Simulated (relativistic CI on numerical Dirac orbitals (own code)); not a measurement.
## From line strength to rate: Sr I 4607.33 Å (air)

Problem. For 5s2 1S_0 – 5s.5p 1P°_1 of Sr I a semi-empirical relativistic CI calculation gives the line strength S = 34.17 e²a₀² in the length gauge. The measured levels are 0.00 and 21698.48 cm⁻¹ (NIST Handbook). Find gf, f, A and the partial lifetime.

Working.
1. σ = 21698.48 − 0.00 = 21698.48 cm⁻¹, so the vacuum wavelength is 10⁸/σ = 4608.62 Å.
2. gf = 303.756 S/λ(Å) = 2.252, log gf = 0.353; with g = 1 for the lower level, f = 2.25.
3. A = 2.02613 × 10¹⁸ S/(g_u λ³) with g_u = 3: A = 2.36 × 10^8 s⁻¹.
4. The partial lifetime for this S is 1/A = 4.24 ns; in the calculation this line carries 100 % of the decay of the upper level.

Check. The Handbook lists A = 2.01 × 10^8 s⁻¹, a tabulated value with its own uncertainty (a few per cent for the best lines, 25 % or more for others); ours lies 17 % above it. The velocity form of the same calculation gives S = 30.2, and the gap between the two forms is a rough gauge of the error in S. With the computed energy (19861 cm⁻¹) in place of the measured one the rate would change by the factor (σ_calc/σ)³ = 0.77.
